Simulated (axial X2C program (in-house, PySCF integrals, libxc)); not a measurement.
# Ionising CSe

Calculated with an axial X2C code built on PySCF integrals, spin-free (one-electron X2C) or two-component (2c: spin–orbit coupling with atomic mean-field Coulomb and Gaunt terms, which also bring small scalar terms), in Dyall basis sets with cores contracted in-house; open shells are unrestricted.

Basis sets: C dyall-v3z, Se dyall-cv3z.

```csv
Hamiltonian,level,CSe state,Re (Å),ωe (cm⁻¹),De (eV)
spin-free,HF,"M_S = 0, Λ = 0",1.648,1156.6,2.88
spin-free,PBE0,"M_S = 0, Λ = 0",1.667,1080.2,6.05
2c,PBE0,Ω = 0,1.667,1078.7,5.99
```

Adiabatic ionisation energy (minimum to minimum, no zero-point term) and constants of CSe⁺:

| Hamiltonian | level | CSe⁺ state | IE (eV) | Re (Å) | ωe (cm⁻¹) | De (eV) | fragments |
| --- | --- | --- | --- | --- | --- | --- | --- |
| spin-free | HF | M_S = 1/2, Λ = 0 | 9.11 | 1.668 | 987.2 | 2.30 | Se+ + C |
| spin-free | PBE0 | M_S = 1/2, Λ = 0 | 10.78 | 1.620 | 1145.0 | 4.89 | Se+ + C |
| 2c | PBE0 | Ω = 1/2 | 10.77 | 1.621 | 1142.6 | 4.87 | Se+ + C |

(1) Add the zero-point terms to the ionisation energy at PBE0, 2c, and say whether the electron removed was bonding.

(2) Close the cycle De(CSe⁺) + IE(CSe) = De(CSe) + IE(Se) to find the atomic ionisation energy at PBE0, 2c.

Each entry is the lowest single determinant of a limited PBE0 search at one distance. De goes to single-determinant-based atoms at the same level (for ions the charge split of lowest energy) and is withheld (n/a) where an atom does not fit its ground term or J level. Main or longest-lived isotopes. One determinant is a doubtful description, or other states lie close, for CSe⁺; these need not be ground states, and all values refer to the states named. Some light 2c atoms are not at their ground J level, so De misses part of their lowering (0.04 eV or less). The functionals have no current term, which raises determinants with orbital currents.

## Answers

(1) IE0 = IE + (ωe⁺ − ωe)/2 = 10.77 + (0.004) = 10.77 eV. Re changes by -0.046 Å, so the bond shortens, as on loss of an antibonding or a polarising non-bonding electron.

(2) IE(Se) = 4.87 + 10.77 − 5.99 = 9.65 eV, for the determinants used.
